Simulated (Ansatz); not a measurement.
C₂H₆Cl₂Si, charge +1, doublet, geometry from GFN2-xTB (a state made from the parent by changing its charge; the spin is typed, not shown lowest). Base run: Ansatz (a first-principles code) with PBE/6-31G.

Here is a job for Ansatz.
Ansatz 0.2 input:
```yaml
crystal:
  periodic: [false, false, false]
  atoms:
    - {symbol: C, position_ang: [1.28326055, -1.61852252, -0.18269265]}
    - {symbol: Si, position_ang: [-0.01244605, -0.16470319, 0.02878020]}
    - {symbol: C, position_ang: [-1.50051811, -1.25652796, 0.68507829]}
    - {symbol: Cl, position_ang: [0.59275738, 1.10582814, 1.44024366]}
    - {symbol: Cl, position_ang: [-0.46164787, 0.62919309, -1.74342086]}
    - {symbol: H, position_ang: [0.91558411, -2.34745596, -0.89758167]}
    - {symbol: H, position_ang: [2.20061141, -1.16991748, -0.55367409]}
    - {symbol: H, position_ang: [1.46895957, -2.09730723, 0.77327666]}
    - {symbol: H, position_ang: [-2.33287650, -0.58039578, 0.85952341]}
    - {symbol: H, position_ang: [-1.77836292, -1.99714285, -0.05781342]}
    - {symbol: H, position_ang: [-1.22498746, -1.74699412, 1.61304491]}
basis:
  gaussian:
    orbitals: 6-31G
hamiltonian:
  xc: pbe
total_charge: 1
magnetization: {spin_polarized: true, initial_magnetization: 1}
```

The base run was repeated with changes; each row names its change, and settings that it needs were set with it.

| change | ΔE vs base (mEh) |
|---|---|
| base | 0.000 |
| forces = on | 0.000 |
| final_grid = 10, 20, 41 | 0.001 |
| final_grid = 4, 8, 17 | 0.645 |
| nuclear_model = gaussian | 1.014 |
| fitting.mean_field = cc-pVTZ-JKFIT | -0.030 |
| lower_state_search = off | 0.000 |
| final_grid = 14, 28, 59 | 0.002 |
| accuracy = high | 0.011 |
| point_charge = charge:-1.0 position_ang:4.0994, -1.2375, -3.4897 | -101.5 |
| final_grid = 6, 12, 29 | 0.025 |
